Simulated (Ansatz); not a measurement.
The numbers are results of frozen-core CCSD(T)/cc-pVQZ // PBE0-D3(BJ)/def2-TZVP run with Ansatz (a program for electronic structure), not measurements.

Ansatz 0.2 input:
```yaml
crystal:
  periodic: [false, false, false]
  atoms:
    - { symbol: Al, position_ang: [-0.157586, 0.002113, 0.370185] }
    - { symbol: Cl, position_ang: [1.901154, -0.025566, 0.765878] }
    - { symbol: H, position_ang: [-0.806867, 1.386498, -0.008588] }
    - { symbol: H, position_ang: [-0.936696, -1.363042, 0.474567] }
basis:
  gaussian: { orbitals: cc-pVQZ }
correlation:
  method: ccsd_t
```

Output:

```
Functional definition: HF
1052 factors; integrals over basis functions are off by at most 8.7e-4 eV
mean field evaluation 1: about -19120.1831 eV, gradient 1.3e1 eV
mean field evaluation 2: about -19120.1836 eV, gradient 1.3e1 eV
mean field evaluation 4: about -19120.9044 eV, gradient 1.3e0 eV
mean field evaluation 8: about -19120.9129 eV, gradient 4.2e-4 eV
mean field evaluation 16: about -19120.9129 eV, gradient 3.0e-6 eV
mean field -19120.91286074 eV, -702.6805870120 hartree, gradient 3.0e-6 eV, S^2 0.000000; 0 other end points of the search recorded, 0 dependent functions left out
10 core orbitals not correlated
reference -19120.91286074 eV, -702.6805870120 hartree; 6, 6 occupied and 162, 162 virtual orbitals, 1052 factors
second order -8.04891161 eV of doubles, -0.00000000 eV of singles
cycle   1  -8.60022553 eV  change   -5.5e-1 eV  update   5.6e-2
cycle   2  -8.83293093 eV  change   -2.3e-1 eV  update   1.8e-2
cycle   3  -8.85389290 eV  change   -2.1e-2 eV  update   6.4e-3
cycle   4  -8.84990146 eV  change    4.0e-3 eV  update   1.9e-3
cycle   5  -8.84976371 eV  change    1.4e-4 eV  update   7.1e-4
cycle   6  -8.84977049 eV  change   -6.8e-6 eV  update   2.2e-4
cycle   7  -8.84974454 eV  change    2.6e-5 eV  update   6.6e-5
cycle   8  -8.84976375 eV  change   -1.9e-5 eV  update   2.2e-5
cycle   9  -8.84976635 eV  change   -2.6e-6 eV  update   6.6e-6
perturbative correction -0.33684250 eV, -0.0123787334 hartree
Total energy: -19130.09946959 eV, -703.0181886602 hartree
```

Cost: around 14 core-seconds (rough).
